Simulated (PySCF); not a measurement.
Atoms are numbered as in `[CH2:1]=[C:2]([O:3][C:4]([F:5])([F:6])[F:7])[C:8]([CH3:9])=[O:10]`. Hydrogens are named by the atom that carries them. Ha(C1) is cis to O3; Hb(C1) is trans to O3.

[PySCF 2.14: GFN2-xTB structure; NMR shieldings at PBE0/pcSseg-1/GIAO; fast rotation and ring inversion assumed for equivalent nuclei; in vacuum; one conformer; non-relativistic Hamiltonian]

Scale: ¹³C vs TMS (reference shieldings calculated alike).

Task: Do the ¹³C shifts follow the atomic charges (in e)? Tabulate both.

Result: 
| atoms | hybridisation | δ (ppm) | σ para (ppm) | Hirshfeld | IAO | Mulliken | ESP-fitted |
| --- | --- | --- | --- | --- | --- | --- | --- |
| C8 | sp2 | 195.1 | -255 | +0.16 | +0.38 | +0.20 | +0.68 |
| C2 | sp2 | 157.3 | -229 | +0.05 | +0.12 | -0.04 | +0.07 |
| C4 | sp3 | 130.0 | -181 | +0.32 | +0.95 | +0.96 | +0.65 |
| C1 | sp2 | 111.2 | -181 | -0.09 | -0.31 | -0.04 | -0.44 |
| C9 | sp3 | 28.9 | -94 | -0.13 | -0.48 | -0.22 | -0.58 |

Correlation coefficients of δ with charge over these carbons: Hirshfeld +0.62, IAO +0.61, Mulliken +0.35, ESP-fitted +0.79; with the paramagnetic shielding -0.99. With so few points, grouped by hybridisation, these coefficients are fragile. Charge is one influence among several: hybridisation and low-lying excitations act through the paramagnetic term.

Shifts are as computed. Against solution values, carbons near 30 ppm lie about +3 ppm off and those near 130 ppm about +5 ppm (rms about the fit 2.1 ppm; single classes can miss by 10 ppm). Of 1328 compounds with measured shifts, 309 miss one by over three times the rms of a fit or turn the order of signals round; such compounds aren't used in these exercises. Signals without a measured value on file couldn't be tested in this way; 1H shifts scatter by 0.2 ppm about their fit, and single ones miss by 0.5 ppm.
